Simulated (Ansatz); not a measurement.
Ansatz (a first-principles code) input:

Ansatz 0.2 input:
```yaml
crystal:
  periodic: [false, false, false]
  atoms:
    - {symbol: Be, position_ang: [0.00000000, 0.00000000, 0.00000000]}
    - {symbol: Cl, position_ang: [-0.00000000, -0.00000000, -1.83888656]}
    - {symbol: Cl, position_ang: [0.00000000, 0.00000000, 1.83888656]}
basis:
  gaussian:
    orbitals: def2-SVPD
total_charge: 1
magnetization: {spin_polarized: true, initial_magnetization: 1}
correlation: {method: ccsd_t, electrons: outside_noble_gas}
output: {forces: true}
```

Question: Which total energy does the run end on?

Answer: -933.39635 Eh (CCSD(T)/def2-SVPD). The basis has 66 functions.

The program attaches cautions to this result: other roots.
